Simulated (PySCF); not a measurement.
PySCF input:

```python
from pyscf import gto, scf, dft

mol = gto.M(
    atom='''
    Ga    0.18546186    0.18053741    0.23163995
    O     0.73810061   -0.14044165   -1.46414454
    H     1.59968270    0.23476052   -1.67558268
    O    -1.43790788   -0.54078407    0.59009248
    H    -1.75054230   -0.38161444    1.48716059
    ''',
    basis='def2-tzvpd',
    charge=0,
    spin=1,
    verbose=4,
)

mf = dft.UKS(mol, xc='m062x').density_fit(auxbasis='def2-universal-jkfit')
mf.grids.level = 4
mf.conv_tol = 1e-9
mf.max_cycle = 100
mf.max_memory = 1500
mf.kernel()
if not mf.converged:
    mf = mf.newton()
    mf.kernel(mf.make_rdm1())
for _ in range(2):
    mo, _, stable, _ = mf.stability(return_status=True)
    if stable:
        break
    mf.kernel(mf.make_rdm1(mo, mf.mo_occ))
mf.analyze()
```

Predict the final energy.

-2076.54525 Eh (M06-2X/def2-TZVPD).

It need not be the lowest isomer of its formula.
